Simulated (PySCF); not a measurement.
## Does the structure fit the spectrum?

A compound C6H10Si gives the data below (simulated from a calculation) and was assigned the structure `C=C1C=C(C)[SiH2]C1`.

13C{1H} NMR (computed): δ 167.7 (CH), 153.3 (C), 150.3 (CH), 121.0 (CH2), 54.5 (CH), 42.4 (CH2).

1H NMR (400 MHz, computed): δ 7.09 (d, 1H), 6.01 (m, 1H), 5.41 (m, 1H), 5.26 (m, 1H), 4.10 (s, 3H), 3.48 (m, 1H), 2.98 (m, 1H), 2.29 (m, 1H).

In vacuum, fast rotation and ring inversion assumed for equivalent nuclei, no relativistic terms, one computed conformer. Coordinates at the GFN2-xTB level; NMR shieldings at PBE0/pcSseg-1/GIAO; PySCF.

Chemical shifts δ = σref − σ; 1H (31.72 ppm) and 13C (186.93 ppm) vs TMS, all at this level.

Problem. Compare with the shifts computed for the proposed structure, pairing carbons in order of shift.

Solution. Mapped SMILES: `[CH2:1]=[C:2]1[CH:3]=[C:4]([CH3:5])[SiH2:6][CH2:7]1`. Hydrogens are named by the atom that carries them.

```tsv
atom	computed for proposal	given list	difference
C2	159.7	167.7	-8.0
C3	158.3	153.3	+5.0
C4	152.7	150.3	+2.4
C1	118.2	121.0	-2.8
C5	23.5	54.5	-31.0
C7	13.6	42.4	-28.8
```

The rms difference is 17.8 ppm and the largest -31.0 ppm at C5 (allylic methyl carbon). The carbon types in order of shift don't match either: C, CH, C, CH2, CH3, CH2 for the proposal against CH, C, CH, CH2, CH, CH2 in the data. The proposal doesn't fit.

Problem. Which isomer fits?

Solution. SMILES C=C[C@H]1C=C([SiH3])C1.

- Carbon types of the structure: 1 × C, 3 × CH, 2 × CH2, leaving 3 H on heteroatoms.
- δC 167.7, 150.3: alkene CH.
- δC 153.3: fully substituted alkene carbon; the olefinic region.
- δC 121.0: terminal =CH2 carbon; as expected for a trigonal carbon in a double bond.
- δH 2.98, 2.29: hydrogen on an allylic sp3 CH2; allylic position.

Other isomers checked: C=C[C@@H]1[SiH2][C@H]1C=C (rms 22.2 ppm).

This is the structure that produced the data.

Shifts are as computed. Against solution values, carbons near 30 ppm lie about +3 ppm off and those near 130 ppm about +5 ppm. Of 1309 compounds with measured shifts, 239 miss one by over three times the rms of a fit or turn the order of signals round; such compounds aren't used in these exercises. Multiplicities follow the n + 1 count of equivalent neighbours, as no J values were calculated; m marks all less simple cases, F and P coupling included.
